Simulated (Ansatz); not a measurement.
`CC[CH2][AlH][F]` + `CCCl` → `[F][AlH][CH2]CCl` + `CCC`  (formal exchange of groups at the Al–C bond)

Gas-phase electronic energies from Ansatz, PBE0-D4/def2-TZVP geometries. CCSD(T)/CBS adds triple-zeta CCSD(T) − MP2 to the extrapolated MP2 energy (def2 sets, frozen cores). Functionals use def2-TZVPP. B3LYP here is the variant with VWN-RPA as its local correlation; programs differ in this. One conformer a species, not always the lowest.

`CC[CH2][AlH][F]`:

Z-matrix (Å, degrees):
```
C
C 1 1.520
H 1 1.093 2 111.7
H 1 1.094 2 110.9 3 120.4
H 1 1.094 2 110.9 3 -120.4
C 2 1.529 1 113.2 3 -180.0
H 2 1.096 1 109.1 3 -57.2
H 2 1.096 1 109.1 3 57.3
Al 6 1.947 2 115.3 1 -180.0
H 6 1.099 2 110.1 1 -57.3
H 6 1.099 2 110.1 1 57.3
F 9 1.655 6 118.5 2 179.8
H 9 1.582 6 125.6 2 -0.2
```

`CCCl`:

Z-matrix (Å, degrees):
```
C
C 1 1.507
H 1 1.091 2 111.0
H 1 1.094 2 109.6 3 119.7
H 1 1.091 2 111.0 3 -120.6
Cl 2 1.788 1 111.4 3 60.3
H 2 1.089 1 111.9 3 179.1
H 2 1.089 1 111.9 3 -58.5
```

`[F][AlH][CH2]CCl`:

Cartesian coordinates in Å:
```
F -0.767 0.618 -2.396
Al 0.532 0.878 -1.409
C 0.489 0.098 0.382
C -0.746 -0.698 0.712
Cl -0.702 -1.376 2.379
H 1.721 1.740 -1.984
H 0.618 0.915 1.103
H 1.384 -0.526 0.495
H -1.652 -0.095 0.666
H -0.876 -1.555 0.052
```

`CCC`:

Cartesian coordinates in Å:
```
C -0.720 -0.773 -0.731
C -0.374 0.073 0.482
C 0.997 0.719 0.374
H 0.006 -1.579 -0.868
H -0.718 -0.171 -1.644
H -1.709 -1.229 -0.636
H -1.134 0.850 0.615
H -0.415 -0.547 1.384
H 1.230 1.323 1.254
H 1.056 1.371 -0.503
H 1.781 -0.037 0.273
```

Q: Is it downhill or uphill in electronic energy at CCSD(T)/CBS, and by how much? (Best estimate.)

A: Ansatz gave: Downhill: ΔE = -3.6 kJ/mol.

Q: What do these levels give: B3LYP-D4, CCSD(T)/def2-TZVPP, HF/def2-QZVPP, MP2/def2-QZVPP, SCS-MP2/def2-QZVPP, MP2/CBS(def2)? (Estimate.)

A: The calculation gave: B3LYP-D4 -5.0, CCSD(T)/def2-TZVPP -3.7, HF/def2-QZVPP -3.5, MP2/def2-QZVPP -3.8, SCS-MP2/def2-QZVPP -3.6, MP2/CBS(def2) -3.8 kJ/mol.

Largest T1 diagnostic among the species: 0.011.
